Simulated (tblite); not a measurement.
Run record: tight-binding relaxation, `C[C@@H]1CP1[As](C)C`.

Computed with GFN2-xTB geometry optimisation, gas phase (tblite 0.8.0). Start geometry: from a force field or distance geometry. The command runs a driver script over a list of jobs; the input below is this job's line of settings and its coordinates in Å.

Command:
```bash
OMP_NUM_THREADS=1 python probes_run.py task.json out
```

Input:
```
{"job": {"kind": "relax", "xc": "GFN2-xTB", "basis": "xTB"}, "charge": 0, "multiplicity": 1}
C     -2.838400     0.641300    -0.985200
C     -1.640200    -0.193100    -0.631500
C     -1.679800    -0.997900     0.662600
P     -0.616300     0.529500     0.759500
As     1.656100     0.180600     0.709400
C      2.096500    -1.514900    -0.160500
C      2.584000     1.728300    -0.063400
H     -3.769200     0.127600    -0.692900
H     -2.768400     1.586100    -0.415900
H     -2.839800     0.883900    -2.057100
H     -1.071300    -0.665100    -1.456600
H     -1.130500    -1.946200     0.607200
H     -2.625300    -0.916700     1.249600
H      3.185800    -1.639400    -0.366200
H      1.468300    -1.647100    -1.067100
H      1.782500    -2.328600     0.552000
H      3.681300     1.718600     0.148100
H      2.132000     2.638000     0.395100
H      2.382900     1.824500    -1.149100
```

Output:
```
step      E/eV     max force
  0    -588.80589    2.782
  1    -589.04056    2.089
  2    -589.25599    0.925
  3    -589.31527    0.818
  4    -589.36887    0.368
  5    -589.38511    0.460
  6    -589.41393    0.517
  7    -589.43947    0.470
  8    -589.47480    0.433
  9    -589.51669    0.571
... (204 lines left out)
214    -590.13770    0.020
215    -590.13779    0.023
216    -590.13788    0.025
217    -590.13796    0.020
218    -590.13802    0.014
219    -590.13806    0.012
220    -590.13809    0.012
221    -590.13813    0.015
222    -590.13817    0.014
223    -590.13820    0.010
```

«max force» is the largest atomic force in eV/Å.

Q: From which step on does the largest force stay under 0.1 eV/Å, and how much energy is left to gain from there?

A: From step 176 (0.088 eV/Å), 10.9 meV above the end.

Summary of the converged run: energy lowered by 30.7 kcal/mol over 223 steps; largest atomic force 0.010 eV/Å at the end.

Q: Where do the atoms end?

A: 1.524 Å rms from the input after alignment:
```
atom  x, y, z in Å
C1    -2.9344   -0.4161   -1.0047
C2    -1.7009   -0.4897   -0.1401
C3    -1.5813    0.4437    1.0216
P4    -0.3922    0.8165   -0.3494
As5    1.4020   -0.4444    0.4139
C6     2.0984   -0.8596   -1.3893
C7     2.5912    1.0970    0.7533
H8    -3.7731   -0.9067   -0.5097
H9    -3.2045    0.6208   -1.1941
H10   -2.7663   -0.9083   -1.9604
H11   -1.3459   -1.5064    0.0248
H12   -1.1899    0.0593    1.9568
H13   -2.3820    1.1614    1.1503
H14    3.1160   -1.2419   -1.3136
H15    2.1033    0.0307   -2.0163
H16    1.4837   -1.6194   -1.8703
H17    3.6206    0.7561    0.8582
H18    2.3043    1.6043    1.6736
H19    2.5414    1.8121   -0.0664
```

Time: 1.1 s of wall time. Hardware: AMD EPYC 9R45, one thread, no GPU, shared host with 96 logical CPUs at a one-minute load of 20.
Labels such as C1 count atoms from 1, the log's own numbers from 0.
